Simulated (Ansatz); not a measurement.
Sn₂Cl₄. Total charge 0; singlet. Geometry relaxed at PBE-D4/def2-SVP.

Cartesian coordinates in Å:
```
Sn -1.0478 -0.4819 -1.8770
Sn 0.3602 0.5031 1.3881
Cl -0.2053 -1.8606 0.1941
Cl 2.6472 -0.0597 1.9366
Cl 0.8761 1.1670 -1.1858
Cl -2.6304 0.7320 -0.4560
```

In the def2 sets Sn takes a core potential; there is no spin–orbit coupling. The structure comes from a short search, and lower isomers may exist.

(1) Estimate the harmonic wavenumbers at RKS PBE-D4/def2-SVP (Ansatz, unscaled). Is this a minimum?

Results:

(1) 47, 59, 67, 97, 113, 118, 145, 213, 240, 254, 321, 339 cm⁻¹. Yes, no mode is imaginary beyond noise. Zero-point energy 12.0 kJ/mol. It took 33 s on 4 threads of Arm Neoverse V2 on a shared host.
